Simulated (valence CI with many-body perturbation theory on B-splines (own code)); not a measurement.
**Ag41+: electric-dipole lines**

Calculated by configuration interaction combined with many-body perturbation theory (CI+MBPT): four valence electrons over a frozen Dirac-Fock core [He], a basis of 11 s, 11 p, 9 d, 7 f, 5 g, 2 h, 1 i functions for each j, with the one-electron correlation potential Σ1 (screened to all orders), the two-electron term Σ2, the three-electron term Σ3, Breit, model QED; selected single and double excitations, second order for the rest (own B-spline code, finite nucleus).

The last digits are not significant, and no measured levels were compared; by estimate large intervals hold to a few tenths of a per cent, small ones and those within an open d or f shell to about a per cent. Among the levels kept, up to 290 cm⁻¹ of a level comes from second order outside the variational space, and about a tenth of that is noise between levels of different J, which matters for small intervals.

Lines 1 to 50 of 244 in falling wavelength, among levels below 309.68 Ry, chosen from the strongest by gf and those to the six lowest levels. Wavelengths and rates use the calculated energies. Electric multipoles are in the length gauge, E1 and E2 with the static RPA response of the core. Weak lines are less certain than strong ones. Lines between different terms over intervals too small for the method are left out, as are lines whose strength nearly cancels. The highest levels of a list are the least certain.

Levels are named by their leading jj configuration (3d3/2^4 stands for four electrons in 3d with j = 3/2), which in mixed levels can hold well under half, so a name can repeat and another be missing. Letters in brackets count levels of one name in rising energy.

| λ vac (nm) | Upper | Lower | A (s⁻¹) | log gf | Branch % |
| --- | --- | --- | --- | --- | --- |
| 20.76 | (2s 2p1/2 2p3/2 3d5/2) J=4 [a] | (2s 2p1/2 2p3/2 3p3/2) J=3 [a] | 4.64e+09 | -0.57 | 0.1 |
| 20.67 | (2s 2p1/2 2p3/2 3d5/2) J=5 | (2s 2p1/2 2p3/2 3p3/2) J=4 | 5.09e+09 | -0.45 | 61.8 |
| 20.51 | (2s 2p1/2^2 3d5/2) J=3 | (2s 2p1/2^2 3p3/2) J=2 | 4.38e+09 | -0.71 | 0.0 |
| 19.18 | (2s 2p1/2 2p3/2 3p1/2) J=2 [b] | (2s 2p1/2 2p3/2 3s) J=3 | 4.34e+09 | -0.92 | 0.0 |
| 18.70 | (2s^2 2p1/2 3d5/2) J=3 | (2s^2 2p1/2 3p3/2) J=2 | 6.34e+09 | -0.63 | 0.0 |
| 18.63 | (2s^2 2p3/2 3d5/2) J=4 | (2s^2 2p3/2 3p3/2) J=3 | 5.79e+09 | -0.57 | 50.9 |
| 18.57 | (2s 2p1/2 2p3/2 3d5/2) J=4 [b] | (2s 2p1/2 2p3/2 3p3/2) J=3 [b] | 5.76e+09 | -0.57 | 0.0 |
| 18.07 | (2s^2 2p1/2 3d5/2) J=2 | (2s^2 2p1/2 3p3/2) J=1 | 5.42e+09 | -0.88 | 0.0 |
| 18.02 | (2s^2 2p3/2 3d5/2) J=3 | (2s^2 2p3/2 3p3/2) J=2 | 4.41e+09 | -0.82 | 0.0 |
| 17.82 | (2s 2p1/2 2p3/2 3d5/2) J=2 [a] | (2s 2p1/2 2p3/2 3p3/2) J=1 [a] | 5.04e+09 | -0.92 | 0.0 |
| 17.42 | (2s 2p1/2^2 3d5/2) J=2 | (2s 2p1/2^2 3p3/2) J=1 | 7.77e+09 | -0.75 | 0.0 |
| 13.47 | (2s 2p1/2 2p3/2 3p3/2) J=1 [a] | (2s 2p1/2 2p3/2 3s) J=1 [a] | 1.56e+10 | -0.89 | 0.0 |
| 13.29 | (2s 2p1/2 2p3/2 3p3/2) J=2 [b] | (2s 2p1/2 2p3/2 3s) J=2 [b] | 1.26e+10 | -0.78 | 0.0 |
| 13.08 | (2s 2p1/2 2p3/2 3d3/2) J=2 [b] | (2s 2p1/2 2p3/2 3p1/2) J=2 [b] | 1.03e+10 | -0.88 | 0.0 |
| 12.94 | (2s 2p1/2^2 3p3/2) J=1 | (2s 2p1/2^2 3s) J=0 | 1.72e+10 | -0.89 | 0.0 |
| 12.87 | (2s^2 2p3/2 3p3/2) J=1 | (2s^2 2p3/2 3s) J=1 | 1.57e+10 | -0.93 | 0.6 |
| 12.64 | (2s 2p1/2 2p3/2 3p3/2) J=2 [c] | (2s 2p1/2 2p3/2 3s) J=1 [c] | 1.07e+10 | -0.89 | 0.0 |
| 12.54 | (2s^2 2p3/2 3p3/2) J=3 | (2s^2 2p3/2 3s) J=2 | 1.82e+10 | -0.52 | 0.7 |
| 12.38 | (2s 2p1/2 2p3/2 3p3/2) J=4 | (2s 2p1/2 2p3/2 3s) J=3 | 2.81e+10 | -0.24 | 16.2 |
| 12.32 | (2s 2p1/2 2p3/2 3p3/2) J=1 [b] | (2s 2p1/2 2p3/2 3s) J=2 [b] | 1.87e+10 | -0.89 | 0.0 |
| 12.32 | (2s 2p1/2 2p3/2 3p3/2) J=3 [c] | (2s 2p1/2 2p3/2 3s) J=2 [c] | 2.71e+10 | -0.37 | 0.1 |
| 12.32 | (2s 2p1/2 2p3/2 3p3/2) J=2 [a] | (2s 2p1/2 2p3/2 3s) J=1 [a] | 1.36e+10 | -0.81 | 0.0 |
| 12.23 | (2s 2p1/2 2p3/2 3d3/2) J=4 | (2s 2p1/2 2p3/2 3p1/2) J=3 | 1.68e+10 | -0.47 | 2.1 |
| 12.14 | (2s^2 2p3/2 3d3/2) J=2 | (2s^2 2p3/2 3p1/2) J=1 | 9.87e+09 | -0.96 | 0.0 |
| 12.12 | (2s^2 2p3/2 3d3/2) J=3 | (2s^2 2p3/2 3p1/2) J=2 | 1.18e+10 | -0.74 | 0.0 |
| 12.06 | (2s 2p1/2 2p3/2 3p3/2) J=3 [b] | (2s 2p1/2 2p3/2 3s) J=2 [b] | 1.74e+10 | -0.58 | 0.0 |
| 12.00 | (2s 2p1/2 2p3/2 3d3/2) J=3 [a] | (2s 2p1/2 2p3/2 3p1/2) J=2 [a] | 1.29e+10 | -0.71 | 0.0 |
| 11.99 | (2s 2p1/2 2p3/2 3p3/2) J=3 [a] | (2s 2p1/2^2 3d3/2) J=2 | 9.66e+09 | -0.84 | 0.1 |
| 11.98 | (2s 2p1/2 2p3/2 3d3/2) J=3 [c] | (2s 2p1/2 2p3/2 3p1/2) J=2 [c] | 1.75e+10 | -0.58 | 0.1 |
| 11.96 | (2s 2p1/2^2 3d3/2) J=2 | (2s 2p1/2^2 3p1/2) J=1 | 1.29e+10 | -0.86 | 0.1 |
| 11.78 | (2s 2p1/2 2p3/2 3d3/2) J=2 [a] | (2s 2p1/2 2p3/2 3p1/2) J=1 [a] | 1.08e+10 | -0.95 | 0.0 |
| 11.77 | (2s^2 2p1/2 3d3/2) J=2 | (2s^2 2p1/2 3p1/2) J=1 | 2.07e+10 | -0.67 | 0.1 |
| 11.71 | (2s 2p1/2 2p3/2 3d3/2) J=1 [a] | (2s 2p1/2 2p3/2 3p1/2) J=1 [a] | 1.77e+10 | -0.96 | 0.0 |
| 11.64 | (2s 2p1/2 2p3/2 3p3/2) J=3 [a] | (2s 2p1/2 2p3/2 3s) J=2 [a] | 2.08e+10 | -0.53 | 0.2 |
| 11.52 | (2s 2p1/2^2 3p3/2) J=2 | (2s 2p1/2^2 3s) J=1 | 3.79e+10 | -0.42 | 1.0 |
| 11.42 | (2s 2p1/2 2p3/2 3d3/2) J=2 [c] | (2s 2p1/2 2p3/2 3p1/2) J=1 [b] | 1.21e+10 | -0.93 | 0.0 |
| 11.36 | (2s 2p1/2 2p3/2 3p3/2) J=2 [d] | (2s 2p1/2 2p3/2 3s) J=1 [c] | 1.81e+10 | -0.76 | 0.1 |
| 11.26 | (2s^2 2p1/2 3p3/2) J=2 | (2s^2 2p1/2 3s) J=1 | 3.63e+10 | -0.46 | 5.9 |
| 11.01 | (2s^2 2p3/2 3p3/2) J=2 | (2s^2 2p3/2 3s) J=1 | 1.54e+10 | -0.85 | 0.2 |
| 10.68 | (2s 2p1/2 2p3/2 3p3/2) J=3 [b] | (2s 2p1/2 2p3/2 3s) J=3 | 1.46e+10 | -0.76 | 0.0 |
| 10.63 | (2s 2p1/2 2p3/2 3p1/2) J=3 | (2s^2 2p3/2 3p1/2) J=2 | 9.67e+09 | -0.94 | 0.1 |
| 10.59 | (2s^2 2p3/2 3p3/2) J=2 | (2s^2 2p3/2 3s) J=2 | 1.63e+10 | -0.86 | 0.2 |
| 9.794 | (2s 2p1/2 2p3/2 3s) J=3 | (2s^2 2p3/2 3s) J=2 | 1.36e+10 | -0.86 | 0.1 |
| 9.053 | (2s 2p1/2^2 2p3/2) J=2 | (2s^2 2p1/2 2p3/2) J=2 | 3.02e+09 | -1.73 | 34.7 |
| 8.412 | (2s 2p1/2 2p3/2^2) J=3 | (2s^2 2p3/2^2) J=2 | 6.54e+09 | -1.31 | 10.0 |
| 8.220 | (2s 2p1/2^2 2p3/2) J=2 | (2s^2 2p1/2 2p3/2) J=1 | 5.69e+09 | -1.54 | 65.3 |
| 6.548 | (2s 2p1/2 2p3/2^2) J=1 [a] | (2s^2 2p3/2^2) J=2 | 4.94e+09 | -2.02 | 1.0 |
| 6.524 | (2s 2p1/2^2 2p3/2) J=1 | (2s^2 2p1/2 2p3/2) J=2 | 1.42e+10 | -1.57 | 4.5 |
| 6.220 | (2s 2p1/2 2p3/2^2) J=2 [b] | (2s^2 2p3/2^2) J=2 | 8.38e+09 | -1.61 | 1.7 |
| 6.080 | (2s 2p1/2^2 2p3/2) J=1 | (2s^2 2p1/2 2p3/2) J=1 | 2.77e+09 | -2.34 | 0.9 |

Task: How does gf follow from A for the line at 11.36 nm?

Result: gf = 1.4992 × (2J+1)_upper × A / σ², with σ = 880660 cm⁻¹ and 2J+1 = 5: gf = 0.174.
